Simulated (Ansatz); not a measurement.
Program: Ansatz. Geometries: PBE0-D4/def2-TZVP. ΔE: electronic, gas phase. CCSD(T)/CBS adds triple-zeta CCSD(T) − MP2 to the extrapolated MP2 energy (def2 sets, frozen cores). For Br outer-core shells are correlated without core-valence functions, which leaves a few kJ/mol of doubt a bond. Scalar relativity is left out up to krypton. Each species was taken in one conformer, which may not be the lowest.

`C=C[SiH2]CN` + `Cl[SiH2]BBr` → `NC[SiH2][SiH2]Cl` + `C=CBBr`  (redistribution)

`C=C[SiH2]CN`:

```xyz
14

C    -0.353   -0.818    2.373
C     0.120   -0.867    1.131
Si   -0.848   -0.294   -0.353
C     0.023    1.152   -1.207
N     1.375    0.853   -1.693
H    -1.352   -0.448    2.589
H     0.228   -1.147    3.231
H     1.127   -1.260    0.990
H    -0.941   -1.406   -1.345
H    -2.221    0.069    0.103
H    -0.582    1.499   -2.051
H     0.080    2.004   -0.522
H     1.983    0.604   -0.922
H     1.361    0.060   -2.322
```

`Cl[SiH2]BBr`:

```xyz
7

Cl    0.950    2.221    0.699
Si   -0.175    0.774   -0.246
B     0.302   -1.069    0.396
Br   -0.668   -2.511   -0.370
H     0.071    0.883   -1.707
H    -1.607    1.056    0.025
H     1.128   -1.354    1.204
```

`NC[SiH2][SiH2]Cl`:

```xyz
13

N    -1.376    0.514   -1.950
C    -1.001    0.474   -0.542
Si    0.796   -0.076   -0.367
Si    1.332   -0.394    1.889
Cl   -0.031   -1.725    2.700
H    -2.326    0.845   -2.065
H    -1.332   -0.410   -2.361
H    -1.066    1.487   -0.130
H    -1.637   -0.161    0.094
H     0.990   -1.374   -1.073
H     1.727    0.925   -0.956
H     2.688   -0.969    2.083
H     1.236    0.862    2.678
```

`C=CBBr`:

Cartesian coordinates in Å:
```
C -1.253 0.407 -0.048
C -0.053 0.179 0.497
B 1.052 -0.464 -0.339
Br 2.776 -0.803 0.410
H -2.071 0.861 0.504
H -1.456 0.141 -1.081
H 0.113 0.459 1.535
H 0.892 -0.779 -1.478
```

```json
{"species": "`C=C[SiH2]CN`", "CCSD(T)/def2-TZVPP energy (Eh)": "-463.20729"}
{"species": "`Cl[SiH2]BBr`", "CCSD(T)/def2-TZVPP energy (Eh)": "-3348.13545"}
{"species": "`NC[SiH2][SiH2]Cl`", "CCSD(T)/def2-TZVPP energy (Eh)": "-1135.38738"}
{"species": "`C=CBBr`", "CCSD(T)/def2-TZVPP energy (Eh)": "-2675.97451"}
```

**Question.** Work out ΔE.

**Answer.** ΔE = (-1135.38738) + (-2675.97451) − (-463.20729) − (-3348.13545) = -0.01915 Eh = -0.52 eV. CCSD(T)/CBS gives -0.52 eV.

**Question.** What do rigid-rotor, harmonic-oscillator terms from PBE0-D4/def2-TZVP frequencies (298.15 K, 1 bar) make of the CCSD(T)/CBS value? (An estimate is asked.)

**Answer.** Computed: ΔZPE = +0.02 eV, ΔH = -0.50 eV, ΔS = -7 J/(mol·K), ΔG = -0.47 eV. Modes under 50 cm⁻¹ make the entropy rough.

Largest T1 diagnostic among the species: 0.011.

At CCSD(T), def2-SVP lies −0.04 eV from the extrapolated value and def2-TZVPP −0.01 eV. Leaving LDA and LC-ωPBE aside and taking each functional with its dispersion term where it has one, the values, not all of them listed here, spread over 0.07 eV, from B97M-V to ωB97M-V.
